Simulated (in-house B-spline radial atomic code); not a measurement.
Configurations of Cr VII (Cr6+), with energies counted from [Ne] 3s2 3p6. All numbers are computed (Dirac-Hartree-Fock, average of configuration; Fermi nucleus of rms radius 3.6452 fm) with a B-spline radial code for spherical atoms, not measured. Energies include first-order Breit, QED and recoil terms.

Occupations are held fixed; configurations that lie above the ionisation limit could autoionise.

| configuration | E - E(ref) (eV) | highest orbital | its <r> (bohr) |
| --- | --- | --- | --- |
| [Ne] 3s1 3p6 3d1 | 83.3 | 3d5/2 | 0.8975 |
| [Ne] 3s2 3p5 4d1 | 107.02 | 4d5/2 | 2.329 |
| [Ne] 3s1 3p6 4f1 | 154.24 | 4f7/2 | 2.428 |
| [Ne] 3s1 3p6 5d1 | 165.26 | 5d5/2 | 4.088 |
| [Ne] 3s1 3p6 7g1 | 183.43 | 7g9/2 | 9.047 |
| [He] 2s2 2p5 3s2 3p6 4f1 | 670.81 | 4f7/2 | 2.425 |
| [He] 2s2 2p5 3s2 3p6 5s1 | 671.1 | 5s1/2 | 3.393 |
| [He] 2s2 2p5 3s2 3p6 6d1 | 692 | 6d5/2 | 6.195 |
| [He] 2s2 2p5 3s2 3p6 6f1 | 694.6 | 6f7/2 | 6.606 |
| [He] 2s2 2p5 3s2 3p6 6g1 | 695.1 | 6g9/2 | 6.268 |

Task: Order these further configurations by energy, lowest first.
A. [Ne] 3s1 3p6 7f1
B. [Ne] 3s1 3p6 7p1
C. [Ne] 3s2 3p5 6d1
D. [Ne] 3s1 3p6 4d1
E. [Ne] 3s1 3p6 4p1

Result: E (130.37 eV), C (138.07 eV), D (144.57 eV), B (179.74 eV), A (183.12 eV).

Task: How far above the reference does [He] 2s2 2p5 3s2 3p6 7s1 lie?

Result: 694.95 eV; its least bound orbital is 7s1/2 with <r> = 7.664 bohr.

Task: How far above the reference does [Ne] 3s2 3p5 5d1 lie?

Result: 127.67 eV; its least bound orbital is 5d5/2 with <r> = 4.092 bohr.

Task: How far above the reference does [He] 2s2 2p5 3s2 3p6 7f1 lie?

Result: 699.69 eV; its least bound orbital is 7f7/2 with <r> = 9.348 bohr.

Task: One of these lies 687 eV from the reference. Which?
A. [He] 2s2 2p5 3s2 3p6 5g1
B. [Ne] 3s2 3p5 7g1
C. [Ne] 3s1 3p6 5g1

Result: A.
